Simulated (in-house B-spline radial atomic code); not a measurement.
RPA and G0W0 for I⁵⁺, [Kr] 4d10 5s2, as one setting changes: the share of exact exchange in the PBE hybrid start. A dash marks a level of low quasi-particle weight. Computed with an all-electron radial atomic-structure program (B-spline basis): all electrons, scalar-relativistic (spin-free one-electron X2C), finite nucleus, each spin shell either full or empty, empty states to l = 9 with an (l + 1/2)⁻⁴ tail; G0W0 by contour deformation at full frequency.

```
share of exact exchange in the PBE hybrid start  mean-field level (eV)  G0W0 level (eV)  RPA correlation (Eh)
                                              0                 -68.97        5s -75.11               -3.9023
                                            0.1                 -69.42        5s -75.07               -3.8692
                                            0.2                 -69.88        5s -75.02               -3.8372
                                            0.3                 -70.33        5s -74.98               -3.8061
                                            0.4                 -70.79        5s -74.94               -3.7759
                                            0.5                 -71.24        5s -74.90               -3.7466
                                            0.6                 -71.69        5s -74.86                -3.718
                                            0.7                      ?                ?                     ?
                                            0.8                      ?                ?                     ?
                                            0.9                 -73.03        5s -74.74               -3.6366
                                              1                 -73.48        5s -74.70               -3.6108
```

(1) What belongs in the row for 0.8?

(2) What belongs in the row for 0.7?

## Answers

(1) mean-field level (eV): -72.59; G0W0 level (eV): 5s -74.78; RPA correlation (Eh): -3.6631.

(2) mean-field level (eV): -72.14; G0W0 level (eV): 5s -74.82; RPA correlation (Eh): -3.6902.
